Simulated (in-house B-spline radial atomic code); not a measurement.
# Ba²⁺: [Kr] 4d10 5s2 5p6

Computed with a B-spline radial code for spherical atoms: Dirac-Kohn-Sham CAM-B3LYP, spherical fractional occupations, Fermi nucleus of rms radius 4.8378 fm.

Screening seen three ways: the hydrogenic charge with the same mean radius, Z_r = [3n² - l(l+1)]/(2<r>), the one with the same energy, Z_e = n√(-2ε), and Slater's rules. Values are occupation-weighted means over j. An effective charge above Z reflects the relativistic contraction of the inner shells.

```
shell  electrons   ε (eV)  <r> (bohr)    Z_r    Z_e  Slater
   1s          2   -37327     0.02558  58.64  52.38   55.70
   2s          2  -5930.8      0.1093  54.91  41.76   51.85
   2p          6  -5330.4     0.09593  52.12  39.59   51.85
   3s          2  -1272.2      0.2914  46.32  29.01   44.75
   3p          6  -1077.4      0.2893  43.21  26.70   44.75
   3d         10  -788.66      0.2665  39.40  22.84   34.85
   4s          2  -265.16      0.6738  35.62  17.66   28.25
   4p          6  -201.53       0.715  32.17  15.39   28.25
   4d         10  -107.24      0.8008  26.22  11.23   16.85
   5s          2  -50.279        1.64  22.86   9.61   10.25
   5p          6   -33.97       1.896  19.26   7.90   10.25
```

The least bound orbital is 5p3/2 at -33.23 eV, and it is also the most diffuse (<r> = 1.922 bohr).

Spin-orbit splittings of the orbital energies (j = l + 1/2 above j = l - 1/2 when positive): 2p 382.1 eV, 3p 74.2 eV, 3d 15.78 eV, 4p 15.53 eV, 4d 2.647 eV, 5p 2.217 eV.

For the 1s electron the small component carries 4.28 % of the norm, the zero-frequency Breit interaction raises the level by 97.81 eV, self-energy by 56.69 eV, and vacuum polarisation lowers it by 8.192 eV.
